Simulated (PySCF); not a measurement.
Rigid-rotor lines calculated for a species of formula CH9NSi2 (commonest isotopes; PySCF 2.14.0, PBE0-D3(BJ)/def2-SVP geometry optimisation, gas phase), labelled J(Ka,Kc):

| transition | MHz |
| --- | --- |
| 2(1,2) ← 1(1,1) | 8025.2 |
| 1(0,1) ← 0(0,0) | 4256.1 |
| 2(1,1) ← 1(1,0) | 8999.3 |
| 2(0,2) ← 1(0,1) | 8472.2 |
| 1(1,1) ← 0(0,0) | 8447.9 |

(1) Find the rotational constants.

(2) What moments of inertia, asymmetry and inertial defect follow?

(3) Which dipole components do these lines need?

(4) Predict further lines from these constants: 3(2,2) ← 3(1,3); 3(2,2) ← 2(1,1); 3(1,2) ← 3(1,3); 2(1,1) ← 2(0,2); 3(2,1) ← 3(1,2); 2(2,0) ← 2(1,1).

(5) Which structure gave them?

Results:

(1) 1(0,1) ← 0(0,0) is B + C, 2(1,1) ← 1(1,0) is 3B + C and 2(1,2) ← 1(1,1) is B + 3C, so B − C is half the difference of the last two, 487.0 MHz. 1(1,1) ← 0(0,0) is A + C. A = 6563.4, B = 2371.6, C = 1884.5 MHz.

(2) I = 505379 MHz·u·Å² over each constant: Ia = 77.00, Ib = 213.10, Ic = 268.17 u·Å²; κ = (2B − A − C)/(A − C) = -0.792 (asymmetric top); Δ = Ic − Ia − Ib = -21.93 u·Å².

(3) μa and μb (a-type: ΔKa even, ΔKc odd; b-type: both odd). The calculation gives |μa| = 1.50 D, |μb| = 0.14 D, |μc| = 0.09 D.

(4) 
| transition | MHz | type | branch |
| --- | --- | --- | --- |
| 3(1,2) ← 3(1,3) | 2920 | a | Q |
| 2(1,1) ← 2(0,2) | 5206 | b | Q |
| 3(2,1) ← 3(1,2) | 12069 | b | Q |
| 2(2,0) ← 2(1,1) | 12615 | b | Q |
| 3(2,2) ← 3(1,3) | 14791 | b | Q |
| 3(2,2) ← 2(1,1) | 25344 | b | R |

(5) `CN[SiH2][SiH3]`, point group C1. Three constants can't fix a structure by themselves; this is the one that was computed:
```xyz
13
CH9NSi2 angstrom
C     -1.346    1.043   -0.190
N     -1.136   -0.378   -0.061
Si     0.208   -1.111    0.753
Si     2.224   -0.262   -0.104
H     -1.924    1.281   -1.099
H     -1.869    1.507    0.669
H     -0.378    1.561   -0.291
H     -1.987   -0.925   -0.122
H      0.123   -2.582    0.491
H      0.245   -0.935    2.249
H      3.379   -0.932    0.573
H      2.347    1.213    0.129
H      2.319   -0.511   -1.576
```

The values belong to one conformer (point group C1) with, in the numbering `[CH3:1][NH:2][SiH2:3][SiH3:4]`, C1–N2–Si3–Si4 -53°. PBE0-D3(BJ)/def2-SVP frequencies: not computed here. Zero-point vibration and centrifugal distortion are left out. A rigid rotor knows nothing of inversion at nitrogen or internal rotation, which can split or shift real lines. Quadrupole hyperfine structure (14N) is left out.
